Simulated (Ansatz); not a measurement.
Ideal-gas functions of `[NH2][In]([SH])[Br]` at 500 K and 1 bar, from an Ansatz frequency run at PBE0-D4/def2-TZVP.

Molar mass 243.82 g/mol, point group C1 (symmetry number 1), electronic degeneracy 1, moments of inertia 178.851, 469.695, 647.88 u Å². Harmonic wavenumbers (cm⁻¹, unscaled): 73, 102, 112, 217, 246, 273, 360, 423, 625, 682, 796, 1550, 2712, 3564, 3669.

Use S(trans) = R[1.5 ln M + 2.5 ln T − 1.1517]; rotational temperatures θ = 24.2544 K / I; S(rot) = R[ln(√π/σ · √(T³/θAθBθC)) + 1.5]; for each mode x = 1.438777 ν̃/T, S = R[x/(eˣ − 1) − ln(1 − e⁻ˣ)] and H = RT x/(eˣ − 1); 1 cm⁻¹ = 0.0119627 kJ/mol; R = 8.31446 J/(mol·K).

Problem. By hand: the entropy, in J/(mol·K).

Solution. Translation 188.2. Rotation: θ = 0.1356, 0.0516, 0.0374 K, giving 129.0. Vibration, mode by mode: 21.30, 18.54, 17.76, 12.36, 11.36, 10.53, 8.38, 7.18, 4.47, 3.93, 3.03, 0.53, 0.03, 0.00, 0.00, in all 119.4. Electronic 0.0. Sum 436.6 J/(mol·K).

Problem. By hand: H − E and G − E in kJ/mol, counted from the electronic energy.

Solution. Zero-point energy ½ × 15404 × 0.0119627 = 92.1; thermal vibration 28.0; translation, rotation and pV give 4 RT = 16.6. H − E = 136.7 kJ/mol, and G − E = 136.7 − 500 × 436.6/1000 = -81.6 kJ/mol.

Vibration gives 27 % of the entropy, 57.6 J/(mol·K) of it from the modes under 150 cm⁻¹: soft modes count most, and the harmonic formula is weakest for them. The sum counts one conformer and one mirror image; others add a mixing term.
